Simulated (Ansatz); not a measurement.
`[AlH2][BH][Al]([Cl])[Br]` + `CF` → `C[BH][AlH2]` + `[F][Al]([Cl])[Br]`  (formal exchange of groups at a B–Al bond)

Computed with Ansatz on PBE0-D4/def2-TZVP structures; ΔE is electronic, products minus reactants. CCSD(T)/CBS is the MP2 limit (def2-TZVPP, def2-QZVPP) plus CCSD(T) − MP2 in def2-TZVPP, frozen cores. This one scheme is used for every species. Functionals use def2-TZVPP. B3LYP here is the variant with VWN-RPA as its local correlation; programs differ in this. HSE06 is defined as in plane-wave codes. For Br outer-core shells are correlated without core-valence functions, which leaves a few kJ/mol of doubt a bond. Scalar relativity is left out up to krypton. One conformer a species, not always the lowest.

Task: Is it downhill or uphill in electronic energy at CCSD(T)/CBS, and by how much? (Estimate.)

Result: Computed: Downhill: ΔE = -64.1 kcal/mol.

Task: What do these levels give: LDA (SPW92), revPBE-D4, B97M-V, B3LYP-D4, r2SCANh-D4, PBE-QIDH, B3LYP, r2SCAN0, HSE06, CAM-B3LYP, CCSD/def2-SVP, CCSD/CBS(def2)? (An estimate is asked.)

Result: Ansatz gave: LDA (SPW92) -61.0, revPBE-D4 -59.3, B97M-V -63.4, B3LYP-D4 -62.0, r2SCANh-D4 -63.6, PBE-QIDH -63.6, B3LYP -62.3, r2SCAN0 -64.0, HSE06 -60.5, CAM-B3LYP -63.9, CCSD/def2-SVP -62.1, CCSD/CBS(def2) -64.4 kcal/mol.

Task: What do rigid-rotor, harmonic-oscillator terms from PBE0-D4/def2-TZVP frequencies (298.15 K, 1 bar) make of the CCSD(T)/CBS value? (An estimate is asked.)

Result: Computed: ΔZPE = -0.6 kcal/mol, ΔH = -65.1 kcal/mol, ΔS = 1 J/(mol·K), ΔG = -65.2 kcal/mol. Modes under 50 cm⁻¹ make the entropy rough.

Largest T1 diagnostic among the species: 0.011.

From PBE to PBE0 (25 % exact exchange), in def2-TZVPP and without D4, ΔE moves by −1.4 kcal/mol. At CCSD(T), def2-SVP lies +2.3 kcal/mol from the extrapolated value and def2-TZVPP +1.1 kcal/mol. Leaving LDA and LC-ωPBE aside and taking each functional with its dispersion term where it has one, the values, not all of them listed here, spread over 5.0 kcal/mol, from B2PLYP to PBE-D4. LDA lies −1.6 kcal/mol from PBE without D4.
